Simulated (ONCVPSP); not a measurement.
## Cutoff test, Ne, ONCV

```json
{
  "Element": "Ne (Z = 10)",
  "Generator": "ONCVPSP 4.0.1",
  "Type": "optimised norm-conserving Vanderbilt (ONCV)",
  "Functional": "PBE",
  "Relativity": "scalar-relativistic",
  "Frozen core": "[He]",
  "Valence charge": "8",
  "Reference configuration": "2s2 2p3 (charge +3)",
  "Partial waves": "2s: rc 0.65 bohr, ncon 3, nbas 7, qcut 10 1/bohr, local; 2p: rc 1.00 bohr, ncon 4, nbas 8, qcut 11.8 1/bohr, 1 projector; d scattering state at 0.02 Ha: rc 0.95 bohr, ncon 4, nbas 7, qcut 9.2 1/bohr, 1 projector",
  "Local potential": "the s channel",
  "Core correction": "Teter function, fcfact 2, rcfact 1.2"
}
```

**Question.** For each optimised wave give the share of its norm inside rc, the residual kinetic energy above qcut (Ha) and the cutoffs (Ha) for errors of 10, 1, 0.1 and 0.01 mHa per electron.

**Answer.**

| wave | norm inside rc | residual KE | 10 mHa | 1 mHa | 0.1 mHa | 0.01 mHa |
| --- | --- | --- | --- | --- | --- | --- |
| 2s | 0.371 | 4.5e-03 | 43.3 | 166.3 | 353.2 | not reached |
| 2p | 0.782 | 9.8e-05 | 49.0 | 59.9 | 70.4 | 195.5 |
| d projector 1 | 0.022 | 1.0e-04 | 13.6 | 27.5 | 42.8 | 147.9 |

The occupied waves need 166 Ha and 353 Ha for 1 and 0.1 mHa.
